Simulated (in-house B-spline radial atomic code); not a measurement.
RPA and G0W0 on BLYP: F⁶⁺

Configuration [He] 2s1, highest spin, mean-field start BLYP. Computed with a B-spline radial code for spherical atoms: all electrons, scalar-relativistic (spin-free one-electron X2C), finite nucleus, each spin shell either full or empty, empty states to l = 9 with an (l + 1/2)⁻⁴ tail; G0W0 by contour deformation at full frequency.

Command:
```bash
python run_gw.py task.json out
```
Settings (radii: box in bohr, nucleus in fm):
```
Z                        9
electrons                3
configuration            [He] 2s1
hamiltonian              x2c
method                   b88,lyp
lmax                     9
rms_radius               2.8976
spin_polarised           True
box_radius               9.29
intervals                68
ion_configuration        1s2
```

Run time, properties included: 2.1 s on 1 thread of Arm Neoverse N1, with other jobs on the host.

Energies (hartree):

```tsv
term	value
mean-field total	-82.41968
Hartree-Fock functional on these orbitals	-82.35962
direct second order	-0.19158
second-order exchange	0.13887
SOSEX correction	0.11246
```

**Question.** What is the RPA correlation energy, and what remains with SOSEX?

**Answer.** RPA gives -0.16305 hartree (-1.48 eV per electron); RPA + SOSEX gives -0.050592, and the second-order doubles -0.052711 hartree (no singles). SOSEX takes back 69 % of the RPA value.

Quasi-particle levels (eV):

| level | occupied | mean field | Σx - vxc | Σc | QP weight | G0W0 |
| --- | --- | --- | --- | --- | --- | --- |
| 2s up | yes | -173.86 | -11.24 | ? | ? | ? |
| 1s down | yes | -857.43 | -52.84 | 3.55 | 0.959 | -906.72 |
| 1s up | yes | -859.15 | -55.36 | 3.91 | 0.945 | -910.61 |
| 2s down | no | -165.56 | 12.18 | -4.46 | 0.874 | -157.84 |

G0W0 = mean field + (Σx - vxc) + Σc, with Σc (partial-wave tail included) taken at the quasi-particle energy.

**Question.** Where does G0W0 put 2s up?

**Answer.** At -187.26 eV, with Σc = -2.16 eV and a quasi-particle weight of 0.958. The tabulated removal energy is 185.187 eV (NIST, measured).

**Question.** What does it cost to remove one electron (to 1s2) by differences of total energies, each species on its own start (correlation terms add to the Hartree-Fock functional)?

**Answer.** BLYP 186.26 eV, Hartree-Fock functional 185.05 eV, + RPA 186.99 eV, + RPA + SOSEX 185.18 eV, + second order 185.20 eV. Tabulated: 185.187 eV (NIST, measured).
